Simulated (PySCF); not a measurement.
Ionisation energy of Ar²⁺ by level of theory

Ar²⁺ [Ne] 3s2 3p4 (3P) → Ar³⁺ [Ne] 3s2 3p3 (4S), as a difference of total energies. Computed with PySCF 2.14 in aug-cc-pVQZ-DK, with scalar relativity by spin-free X2C-1e. Correlated levels: valence: [Ne] frozen. The calculations carry no spin-orbit coupling.

```tsv
method	ionisation energy (eV)	plus first-order spin-orbit estimate	difference from reference of that sum (eV)
UHF	39.390	39.453	-1.282
LDA	40.853	40.915	+0.180
PBE	40.719	40.782	+0.047
PBE0	40.719	40.782	+0.047
r2SCAN	40.694	40.757	+0.022
PBEsol	40.625	40.688	-0.047
BHandHLYP	40.672	40.735	0.000
wB97X	40.731	40.794	+0.059
TPSS	40.794	40.857	+0.122
ROHF	39.223	39.286	-1.449
MP2 (valence)	40.330	40.393	-0.342
SCS-MP2 (valence)	40.444	40.507	-0.228
```

Reference: 40.735 ± 0.012 eV (semi-empirical (NIST evaluation); NIST Atomic Spectra Database, ionization energies).

A first-order spin-orbit estimate (lowest level to lowest level, LS coupling) adds 0.063 eV.

Errors of the correlated levels include the incompleteness of this basis and the frozen core.
